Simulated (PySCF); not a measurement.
Gas-phase XPS of Ge(OMe)Cl3, computed

Compound: Ge(OMe)Cl3, CH3Cl3GeO.
Bonds: Ge1–O2, Ge1–Cl7, Ge1–Cl8, Ge1–Cl9, O2–C3. Hydrogens: H4, H5, H6 on C3.

The calculation used PySCF, delta-SCF UKS SCAN, pcX-2 on the ionised atom, pcseg-1 elsewhere, spin-free X2C. Each binding energy is the total energy of the core-ionised species, with the hole localised on one atom, minus that of the ground state; both are solved self-consistently, so orbital relaxation is included.

Give the core binding energies atom by atom.

```tsv
atom(s)	bonded to	level	binding energy (eV)	2p1/2 (eV)	count
O2	C and Ge	O 1s	538.68	–	1
C3	O and 3 H	C 1s	292.86	–	1
Cl7/Cl8/Cl9	Ge	Cl 2p3/2	206.32	207.97	3
Cl7/Cl8/Cl9	Ge	Cl 1s	2828.92	–	3
```

Which photon wavelength matches the Cl 2p3/2 of Cl7/Cl8/Cl9 threshold?

λ = hc/E = 12398.42 eV Å / 206.32 eV = 60.093 Å.

Which effective nuclear charge Zeff reproduces each element's mean 1s value in the hydrogen-like formula E = 13.606 eV × Zeff²?

C (Z = 6): mean 292.9 eV, Zeff = 4.64, Z − Zeff = 1.36; O (Z = 8): mean 538.7 eV, Zeff = 6.29, Z − Zeff = 1.71; Cl (Z = 17): mean 2828.9 eV, Zeff = 14.42, Z − Zeff = 2.58. Means run over the listed sites, weighted by atom count.

Topologically equivalent atoms share the value of their first member; where this conformer doesn't relate them by symmetry, their own values could differ. The 2p values add to the ΔSCF energy of one spin-free hole a correction within the shell (spin–orbit coupling, ligand field). 2p1/2 minus 2p3/2 (ligand field included): Cl 1.65 eV. No level of germanium is listed. Geometry: PBE0-D3(BJ)/def2-SVP; no solvent, vibrations or thermal averaging.

Hardware: an AMD EPYC with one thread, shared host with 64 logical CPUs at a one-minute load of 60. Cost: 45 s wall, 0.51 GiB resident at most.
